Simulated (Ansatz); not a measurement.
Consider the ligand exchange at a Ge–C bond: `O[SiH2]C#[C][GeH3]` + `N=C1O[SiH2]1` → `[GeH3]/[N]=C1\O[SiH2]1` + `C#C[SiH2]O`.

Isolated molecules relaxed with PBE0-D4/def2-TZVP in Ansatz; ΔE leaves out vibrations. CBS: MP2 limit from def2 TZ/QZ plus the TZ coupled-cluster correction, frozen cores. Functionals use def2-TZVPP. For Ge outer-core shells are correlated without core-valence functions, which leaves a few kJ/mol of doubt a bond. Scalar relativity is left out up to krypton. Each species was taken in one conformer, which may not be the lowest.

`O[SiH2]C#[C][GeH3]`:

Cartesian coordinates in Å:
```
O -2.239 -2.005 -0.777
Si -0.880 -2.032 0.145
C -0.061 -0.398 0.173
C 0.491 0.684 0.178
Ge 1.350 2.381 0.199
H -2.164 -1.672 -1.672
H 0.115 -3.010 -0.364
H -1.319 -2.397 1.509
H 2.657 2.279 -0.596
H 1.637 2.764 1.654
H 0.412 3.406 -0.449
```

`N=C1O[SiH2]1`:

```xyz
7

N     0.049    1.885    0.494
C     0.123    0.666    0.246
O     1.081   -0.223    0.682
Si   -0.045   -1.051   -0.287
H    -0.761    2.298    0.042
H     0.457   -1.544   -1.587
H    -0.904   -2.031    0.411
```

`[GeH3]/[N]=C1\O[SiH2]1`:

Z-matrix (Å, degrees):
```
Ge
N 1 1.867
H 1 1.538 2 110.0
H 1 1.538 2 110.1 3 -121.9
H 1 1.533 2 105.5 3 119.0
C 2 1.237 1 120.0 3 61.5
Si 6 1.800 2 164.3 1 -180.0
O 6 1.403 2 132.8 1 -0.0
H 7 1.479 6 123.3 2 83.8
H 7 1.479 6 123.3 2 -83.8
```

`C#C[SiH2]O`:

Cartesian coordinates in Å:
```
C -0.180 -1.225 -1.771
C 0.078 -0.508 -0.836
Si 0.449 0.594 0.576
O -0.589 0.338 1.821
H -0.403 -1.861 -2.597
H 0.376 1.988 0.070
H 1.798 0.297 1.100
H -1.529 0.377 1.636
```

```json
{"level": "B97M-V", "ΔE (kcal/mol)": "1.7"}
{"level": "PBE-QIDH", "ΔE (kcal/mol)": "2.0"}
{"level": "BHLYP", "ΔE (kcal/mol)": "1.6"}
{"level": "CAM-B3LYP", "ΔE (kcal/mol)": "1.5"}
{"level": "MP2/def2-SVP", "ΔE (kcal/mol)": "0.3"}
{"level": "SCS-MP2/def2-QZVPP", "ΔE (kcal/mol)": "0.9"}
{"level": "HF/CBS(def2)", "ΔE (kcal/mol)": "1.7"}
{"level": "CCSD/CBS(def2)", "ΔE (kcal/mol)": "1.6"}
```

Problem. What does CCSD(T)/CBS give? (Estimate.)

Solution. Ansatz gave: +1.3 kcal/mol. The listed levels differ from it by 0.4, 0.7, 0.3, 0.2, -1.0, -0.4, 0.4, 0.3 kcal/mol.

Largest T1 diagnostic among the species: 0.017.

The D4 term adds −0.9 kcal/mol with B3LYP and −0.5 kcal/mol with PBE0; it sums over pairs of atoms, weighted by their polarisabilities, and B3LYP, whose exchange is more repulsive, gets the larger term. Leaving LDA and LC-ωPBE aside and taking each functional with its dispersion term where it has one, the values, not all of them listed here, spread over 2.0 kcal/mol, from BLYP-D4 to HSE06-D4.

B3LYP here is the variant with VWN-RPA as its local correlation; programs differ in this.
